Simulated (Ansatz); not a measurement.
Input file for Ansatz (a first-principles code): R-BLYP/def2-TZVPP on GeH7NSi (SMILES [SiH3][NH][GeH3]), a point of a torsion scan.

Ansatz 0.2 input:
```yaml
crystal:
  periodic: [false, false, false]
  atoms:
    - {symbol: Si, position_ang: [1.54423020, 0.13526759, 0.30935213]}
    - {symbol: N, position_ang: [0.13696780, -0.27879930, -0.61678181]}
    - {symbol: Ge, position_ang: [-1.57970277, 0.02110751, -0.11549698]}
    - {symbol: H, position_ang: [2.67495549, -0.16321844, -0.57000338]}
    - {symbol: H, position_ang: [1.42162472, 1.55738989, 0.62661779]}
    - {symbol: H, position_ang: [1.65319032, -0.63605044, 1.55692240]}
    - {symbol: H, position_ang: [0.25987594, -1.06556733, -1.23490024]}
    - {symbol: H, position_ang: [-1.74003088, 1.49429255, 0.07086304]}
    - {symbol: H, position_ang: [-1.93707913, -0.67703105, 1.16825663]}
    - {symbol: H, position_ang: [-2.45012822, -0.48222843, -1.22444144]}
basis:
  gaussian:
    orbitals: def2-TZVPP
hamiltonian:
  xc: {name: BLYP}
scf: {lower_state_search: off}
```

Program output:

```
WARN ansatz: RAYON_NUM_THREADS=1 ignored (pool sized by the plan → 1); use --threads N
Functional definition: BLYP
these checks for a lower state are left out or cut short: stability, starts, cluster_reference, orbital_swaps, neighbouring_geometries, increment
integrals: 0.14 GiB planned
1214 factors; their error is unknown
mean field: 0.95 GiB planned
mean field evaluation 1: about -65990.0919 eV, gradient 8.1e1 eV
mean field evaluation 2: about -65935.6168 eV, gradient 1.5e2 eV
mean field evaluation 4: about -66001.6174 eV, gradient 1.2e1 eV
mean field evaluation 8: about -66001.7715 eV, gradient 1.6e-1 eV
mean field evaluation 16: about -66001.7427 eV, gradient 9.8e-5 eV
mean field -66001.74267554 eV, -2425.5193057380 hartree, gradient 6.3e-6 eV, S^2 0.000000; 0 other end points of the search recorded, 0 dependent functions left out
reference -66001.74305060 eV, -2425.5193195214 hartree; 30, 30 occupied and 189, 189 virtual orbitals, 1214 factors
Total energy: -66001.74305060 eV, -2425.5193195214 hartree
Checks for a lower state left out: stability, starts, cluster_reference, orbital_swaps, neighbouring_geometries, increment
```

The calculation finished and met its thresholds.

Cost: roughly 2.7 core-seconds.
